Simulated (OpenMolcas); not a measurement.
**Ta: effect of the level shift or regulariser**

| Quantity | Value |
| --- | --- |
| Program | OpenMolcas 26.06 |
| Basis | ANO-RCC-VQZP [9s8p6d4f3g2h] |
| Scalar Hamiltonian | DKH2, point nucleus |
| Active space | 5 electrons in 6 orbitals (5d 6s) |
| State averaging | 2S+1 = 4 even, 50 roots; 2S+1 = 6 even, 6 roots kept (CI in the orbitals of an earlier block); 2S+1 = 2 even, 98 roots kept (CI in the orbitals of an earlier block) |
| Spin-orbit coupling | state interaction with AMFI integrals over the reference wave functions, term energies averaged over their components |

Methods on the same reference wave functions:
A. CASSCF
B. MS-CASPT2, IPEA 0.25 Eh, imaginary shift 0.1 Eh (closed shells correlated: 5s 5p)
C. MS-CASPT2, IPEA 0.25 Eh, sigma2 regulariser 0.3 Eh (closed shells correlated: 5s 5p)

Energies in eV above 5d³ 6s² ⁴F_3/2, the measured ground level; measured values from NIST Handbook of Basic Atomic Spectroscopic Data.

| Level | A | B | C | Measured |
| --- | --- | --- | --- | --- |
| 5d³ 6s² ⁴F_3/2 | 0.0000 | 0.0000 | 0.0000 | 0.0000 |
| 5d⁴ 6s ⁶D_1/2 | 0.1669 | 1.127 | 1.123 |  |
| 5d³ 6s² ⁴F_5/2 | 0.2156 | 0.2289 | 0.2283 | 0.2492 |
| 5d⁴ 6s ⁶D_3/2 | 0.2847 | 1.197 | 1.189 |  |
| 5d³ 6s² ⁴F_7/2 | 0.4273 | 0.464 | 0.463 | 0.4915 |
| 5d⁴ 6s ⁶D_5/2 | 0.4412 | 1.335 | 1.326 |  |
| 5d³ 6s² ⁴F_9/2 [65 %] | 0.5896 | 0.667 | 0.664 | 0.6969 |
| 5d⁴ 6s ⁶D_7/2 | 0.6099 | 1.471 | 1.460 |  |
| 5d³ 6s² ⁴P_1/2 | 0.6907 | 0.722 | 0.727 | 0.7500 |
| 5d³ 6s² ⁴P_3/2 [69 %] | 0.7211 | 0.728 | 0.740 | 0.7524 |
| 5d⁴ 6s ⁶D_9/2 [70 %] | 0.8052 | 1.616 | 1.607 |  |
| 5d³ 6s² ⁴P_5/2 | 0.9842 | 1.064 | 1.072 | 1.1473 |
| 5d³ 6s² ²G_7/2 | 1.3355 | 1.252 | 1.248 |  |
| 5d³ 6s² ²G_9/2 [51 %] | 1.4760 | 1.383 | 1.376 |  |
| 5d³ 6s² ²D_5/2(1) | 1.6103 | 1.629 | 1.627 |  |
| 5d³ 6s² ²P_1/2 | 1.6660 | 1.410 | 1.439 |  |
| 5d³ 6s² ²H_9/2 [62 %] | 2.0608 | 1.938 | 1.931 |  |
| 5d³ 6s² ²H_11/2 | 2.0881 | 1.943 | 1.935 |  |
| 5d³ 6s² ²P_3/2 [55 %] | 2.1641 | 1.987 | 2.006 |  |
| 5d⁴ 6s ⁴H_7/2 [62 %] | 2.2089 | 2.634 | 2.627 |  |
| 5d³ 6s² ²F_5/2 | 2.2563 | 2.216 | 2.216 |  |
| 5d³ 6s² ²F_7/2 | 2.2719 | 2.235 | 2.235 |  |
| 5d⁴ 6s ⁴H_9/2 [61 %] | 2.2769 | 2.700 | 2.693 |  |
| 5d⁴ 6s ⁴H_11/2 | 2.3971 | 2.847 | 2.838 |  |

Deviations, from unrounded energies. A percentage is the sum of absolute deviations over the sum of measured energies, with the sign that they share, or ± where signs differ.

| Against measurement | Levels | A | B | C |
| --- | --- | --- | --- | --- |
| mean absolute deviation (cm-1) | 6 | 620 | 290 | 260 |
| fine structure of the ground term (%) | 3 | -14.3 | -5.4 | -5.7 |
| other terms of the ground configuration (%) | 3 | -9.6 | -5.1 | -4.2 |

C lies closest to measurement on these levels and A furthest from it. The largest miss of C in the table is 5d³ 6s² ⁴P_5/2, by -610 cm-1. The ranking rests on the paired levels alone, and a cruder setting can come out closer through cancelling errors.

Between B and C the level of the table that moves most is 5d³ 6s² ²P_1/2, by 230 cm-1 (lowest in B, highest in C). Moves below CASPT2's spread within the term are not significant.

The mean deviations of B to C differ by less than CASPT2's widest spread within a term (1200 cm-1), so their order carries little weight.

From A to B the spin-free energies of the other terms of 5d³ 6s² shown, above ⁴F, scale by factors of 0.75 to 1.27.

The lowest spin-free term lies below A's lowest term by 0.367 hartree in B, 0.367 hartree in C.

CASPT2 does not keep the components of a term degenerate, so their means are used; among the terms shown or strongly mixed into the levels shown the widest spread is 1200 cm-1 (5d³ 6s² ⁴F, B). Over all roots computed the reference weight is 0.87 to 0.92 in B; the roots of lowest weight are the least certain, and an intruder state may touch them. Terms from blocks run as CI alone lack orbitals of their own. Configurations are named by rounded mean occupations; where the s occupation lies near a half they are strongly mixed, a name can repeat and a true partner stay unpaired. A single d shell beside an s shell can misplace configurations of different d count against each other. Without dynamic correlation excited terms often stand tens of per cent too high (terms of higher spin than the ground term too low), and those without a measured partner can miss by more than the paired ones (holds for A). Blocks of more than 70 roots (2S+1 = 2 even) ran without multistate coupling (holds for B; C). Computed and measured levels are paired by configuration, term and J; levels that our copy of the source lacks, or whose pairing is in doubt (as where it misses far off the trend of its configuration), stay unpaired and out of the deviations. Only configurations of the active space appear. The table leaves out levels that lie high or whose names do not pair safely across all columns.

A share in square brackets marks a mixed level and gives the weight of the term that names it, the lowest over the columns. A number in round brackets counts repeated terms of one configuration in the order of the reference energies.
